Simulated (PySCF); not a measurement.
Job for PySCF: R-HF/3-21G on H2MgSe (SMILES [MgH][SeH]), a point of a bond scan (R = 1.689 Å).

```python
from pyscf import gto, scf, dft, mp
from pyscf.data.elements import chemcore

mol = gto.M(
    atom='''
    Mg   -0.90984848   -0.79864408   -1.24961770
    H    -1.79244955   -1.57753489   -2.46094273
    Se    0.35584908    0.35573886    0.47966970
    H     0.61176270   -0.93385745    1.14758534
    ''',
    basis='3-21g',
    charge=0, spin=0, verbose=3, max_memory=1800)
mf = scf.RHF(mol)
mf.conv_tol = 1e-8
mf.max_cycle = 100
mf.kernel()
if not mf.converged:
    mf = mf.newton().run(mf.mo_coeff, mf.mo_occ)
```

Q: Predict the final total energy.

A: -2588.1227 hartree.
